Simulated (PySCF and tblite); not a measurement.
Values are calculated unless marked as measured or tabulated.
System: C₇H₅N₂O (charge -1), numbered as in [cH:1]1[cH:2][o:3][c:4](-[c:5]2[cH:6][cH:7][n:8][n-:9]2)[cH:10]1.

Motion: rotation about the C4–C5 bond (torsion O3–C4–C5–C6 from 0° to 180°, rising). GFN2-xTB gives an electronic barrier of 6.0 kcal/mol and a reaction energy of 1.2 kcal/mol.

The ion is treated without a counter-ion.

(1) What does revPBE/pcSseg-1 + D3(BJ) give on GFN2-xTB geometries?

Programs: tblite and PySCF.

Results:

(1) A barrier of 7.6 kcal/mol, 1.6 above the tight-binding barrier (from unrounded values), a reaction energy of 2.8 kcal/mol and, with GFN2-xTB thermal terms, ΔG‡(298 K) = 8.0 kcal/mol and k = 1.7×10⁷ s⁻¹ (2 equivalent paths).
